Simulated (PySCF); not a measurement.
**Orbital energies and ionisation energy**

Species: C3H5BF4.
Structure used (PBE0-D3(BJ)/def2-SVP), in Å, numbered top down from 1:
```xyz
13
C3H5BF4 angstrom
F      3.010    0.776   -1.026
B      2.102    0.350   -0.168
F      2.535    0.018    1.034
C      0.602    0.216   -0.576
C     -0.364   -0.009    0.575
C     -1.763   -0.325    0.117
F     -2.560   -0.551    1.184
F     -1.761   -1.450   -0.641
H      0.558   -0.644   -1.272
H      0.320    1.088   -1.191
H     -0.416    0.874    1.231
H     -0.036   -0.850    1.207
H     -2.216    0.484   -0.487
```

Level: wB97X-D/def2-SVPD (PySCF). Frontier orbitals with their largest atomic shares (Löwdin; up to four atoms above 4 %):

```tsv
orbital	ε (eV)	main atoms
HOMO−3	-13.09	C5 29 %, C4 28 %, F7 14 %, H11 5 %
HOMO−2	-12.71	C4 24 %, F8 12 %, F7 11 %, B2 10 %
HOMO−1	-12.45	C5 23 %, C4 23 %, H9 10 %, H11 10 %
HOMO	-11.51	?
LUMO	1.69	B2 57 %, C4 8 %, F1 6 %, F3 5 %
LUMO+1	1.98	B2 41 %, C4 16 %, F3 15 %, F1 14 %
LUMO+2	2.61	C6 24 %, H13 21 %, F7 9 %, B2 8 %
```

Question: What vertical ionisation energy does ΔSCF give, and how far is −ε(HOMO) from it?

Answer: ΔSCF: 11.93 eV (1151 kJ/mol; threshold wavelength 104 nm); ⟨S²⟩ of the doublet left behind is 0.753, against 0.75 for a pure doublet. −ε(HOMO) is 11.51 eV, 0.42 eV below it. For the exact functional −ε(HOMO) would equal the first vertical ionisation energy; wB97X-D (range-separated hybrid) falls short of its own ΔSCF value by 4 %.

Question: On which atoms does the HOMO lie?

Answer: C6 (CHF2 carbon) 18 %, C5 (chain CH2 carbon) 16 %, F7 (fluorine of a CF2 group) 15 %, F8 (fluorine of a CF2 group) 13 %, so no atom holds as much as 40 %. The HOMO−1 lies 0.94 eV lower.

Question: With α = 51.4 au, estimate the like-pair dispersion coefficient by London's formula C6 = (3/4)α²I.

Answer: I = 0.4386 Eh, so C6 ≈ 868 au; the Casimir–Polder integral at the same level gives 1390 au, 1.60 times as much.

Question: How many of the 10 lowest singlet excitations (vertical TDDFT, same level) lie below the ionisation energy?

Answer: All 10; they run from 8.60 to 10.57 eV.

Question: What total energies stand behind the ΔSCF value?

Answer: E(N) = -541.15681 Eh and E(N − 1) = -540.71823 Eh at the same geometry, 0.43858 Eh apart.

Geometry: PBE0-D3(BJ)/def2-SVP, one conformer, isolated molecule.

wB97X-D is run here without its empirical dispersion term; that term would change no orbital, density or response property at a fixed geometry.
